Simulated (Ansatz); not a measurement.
`CC[SiH](N)F` + H₂ → `N[SiH2]F` + `CC` at 400 K and 1 bar (hydrogenolysis of the Si–C bond).

Calculated with Ansatz (gas phase, PBE0-D4/def2-TZVP geometries, no zero-point term in ΔE). CCSD(T)/CBS is the MP2 limit (def2-TZVPP, def2-QZVPP) plus CCSD(T) − MP2 in def2-TZVPP, frozen cores. This one scheme is used for every species. One conformer a species, not always the lowest.

| species | CCSD(T)/CBS energy (Eh) | H − E (kJ/mol) | S (J/(mol·K)) |
| --- | --- | --- | --- |
| `CC[SiH](N)F` | -524.61335 | 308.2 | 391.2 |
| H₂ | -1.17544 | 38.0 | 139.0 |
| `N[SiH2]F` | -446.07709 | 143.8 | 304.9 |
| `CC` | -79.71954 | 213.5 | 244.3 |

H − E and S are ideal-gas, rigid-rotor, harmonic terms from PBE0-D4/def2-TZVP, for one conformer and one mirror image of each species. For small species the MP2-based limit differs from directly extrapolated CCSD(T) by up to some mEh (0.8 for H₂); such offsets cancel only in part. 1 Eh = 2625.50 kJ/mol, R = 8.31446 J/(mol·K).

Task: By hand: ΔE, ΔH, ΔS and ΔG.

Result: ΔE = (-446.07709) + (-79.71954) − (-524.61335) − (-1.17544) = -0.00784 Eh = -20.6 kJ/mol. Δ(H − E) = 143.8 + 213.5 − 308.2 − 38.0 = 11.1, so ΔH = -9.5 kJ/mol. ΔS = 304.9 + 244.3 − 391.2 − 139.0 = 19.0 J/(mol·K). ΔG = -9.5 − 400 × (19.0)/1000 = -17.1 kJ/mol.

Task: By hand: the equilibrium constant, and the temperature at which ΔG would vanish if ΔH and ΔS stayed fixed.

Result: log₁₀ K = −ΔG/(RT ln 10) = 2.2. ΔH and −TΔS have one sign here, so there is no such temperature.

TΔS isn't small against ΔH here. A doubt of 5 kJ/mol in ΔE shifts log₁₀ K by 0.7 here. Other conformers and mirror images would add mixing entropy, several J/(mol·K) or more a flexible species. These are equilibria of isolated gas molecules and say nothing of rates. Largest T1 diagnostic: 0.011 (customary marks: 0.02 for closed shells, 0.045 for open ones).
